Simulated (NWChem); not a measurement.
Molecule: GeH3I; SMILES [GeH3][I]

Results from NWChem. def2 effective core potentials on I; no spin-orbit coupling. Level PBE/def2-SVP: optimisations from one semi-empirical or force-field start; each run changes one setting, and all end within 0.3 mHa of each other.

```tsv
setting	optimisation steps
redundant internal coordinates, default thresholds	4
tight thresholds	7
trust radius 0.05	4
no line search	6
Cartesian coordinates	5
```
